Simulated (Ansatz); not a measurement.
System: ScO (charge 0, doublet). The spin state was set by rule; other spins were not relaxed. 
Geometry from a B3LYP-D3(BJ)/def2-TZVP (Ansatz, a quantum-chemistry and plane-wave program) optimisation:
```xyz
2

Sc     0.0000     0.0000    -0.4583
O      0.0000     0.0000     1.2031
```
Charge 0, spin multiplicity 2.

Quantity: vertical ionisation energy (to the singlet state of charge +1; each state is the SCF solution reached for its spin; for the singlet T1 is 0.038), in eV. Cores are frozen in the correlated levels unless marked. UHF or UKS for open shells. No spin-orbit coupling. Frozen are the shells of the preceding noble gas and the d and f shells that filled before the atom's block. Non-relativistic. CBS marks a two-point X^-3 extrapolation of the correlation energy; Hartree-Fock from the larger set.

```json
[
 {"level": "SVWN5/def2-TZVPD", "program": "Ansatz", "vertical ionisation energy (eV)": "6.57"},
 {"level": "PBE/def2-TZVPD", "program": "Ansatz", "vertical ionisation energy (eV)": "6.41"},
 {"level": "r2SCAN/def2-TZVPD", "program": "Ansatz", "vertical ionisation energy (eV)": "6.33"},
 {"level": "B3LYP/def2-TZVPD", "program": "Ansatz", "vertical ionisation energy (eV)": "6.60"},
 {"level": "BHLYP/def2-TZVPD", "program": "Ansatz", "vertical ionisation energy (eV)": "6.57"},
 {"level": "CAM-B3LYP/def2-TZVPD", "program": "Ansatz", "vertical ionisation energy (eV)": "6.60"},
 {"level": "wB97M-V/def2-TZVPD", "program": "Ansatz", "vertical ionisation energy (eV)": "6.33"},
 {"level": "wB97X-V/def2-TZVPD", "program": "Ansatz", "vertical ionisation energy (eV)": "6.30"},
 {"level": "CCSD/def2-SVPD", "program": "Ansatz", "vertical ionisation energy (eV)": "6.25"},
 {"level": "CCSD/def2-TZVPPD", "program": "Ansatz", "vertical ionisation energy (eV)": "6.29"},
 {"level": "CCSD/def2-QZVPPD", "program": "Ansatz", "vertical ionisation energy (eV)": "6.30"},
 {"level": "CCSD/CBS(def2-TZVPPD,def2-QZVPPD)", "program": "Ansatz", "vertical ionisation energy (eV)": "6.31"},
 {"level": "CCSD(T)/def2-TZVPPD", "program": "Ansatz", "vertical ionisation energy (eV)": "6.20"},
 {"level": "CCSD(T)/def2-QZVPPD", "program": "Ansatz", "vertical ionisation energy (eV)": "6.21"},
 {"level": "CCSD(T)/CBS(def2-TZVPPD,def2-QZVPPD)", "program": "Ansatz", "vertical ionisation energy (eV)": "6.22"}
]
```
